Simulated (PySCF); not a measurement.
Vertical excitations of a molecule C5H7Cl from TDDFT-LC-ωPBE/def2-SVPD (PySCF), as energy in eV (oscillator strength): 6.55 (0.000), 6.91 (0.005), 6.95 (0.001), 7.49 (0.001), 7.61 (0.006), 8.31 (0.063), 8.38 (0.066), 9.02 (0.034), 9.15 (0.094), 9.36 (0.114). Lowest triplet (TDA): 5.23 eV. Geometry optimised at B3LYP-D3(BJ)/def2-SVP. One conformer was computed; it need not be the lowest.

Q: Identify the compound among the candidates.
A) Cl/C=C\C1CC1
B) ClC=C1CCC1
C) C=C=C[C@@H](C)Cl
D) C#C[C@@H](C)CCl

A: D, C#C[C@@H](C)CCl
